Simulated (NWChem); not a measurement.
BClF$_{2}$; SMILES FB(F)Cl

```xyz
4

B     -0.0029    -0.4474     0.0000
F      0.0006    -1.1108    -1.1364
F      0.0006    -1.1108     1.1364
Cl     0.0002     1.3077     0.0000
```
Atoms are numbered in this order, from 1.

All runs: NWChem. Coordinates come from a B3LYP/6-31G* (spherical d) optimisation. Ions are spin-unrestricted doublets at the neutral geometry; other ion states weren't tried. Functional: LC-ωPBE (HJS hole) with def2-SVP; the question gives the range parameter ω in 1/bohr.

Question: What does the run give for range parameter (1/bohr) 0.30? Quantities: vertical ionisation energy, ΔSCF (eV); −ε(HOMO) (eV).

Answer: 
| Item | Value |
|---|---|
| vertical ionisation energy, ΔSCF (eV) | 12.81 |
| −ε(HOMO) (eV) | 11.87 |
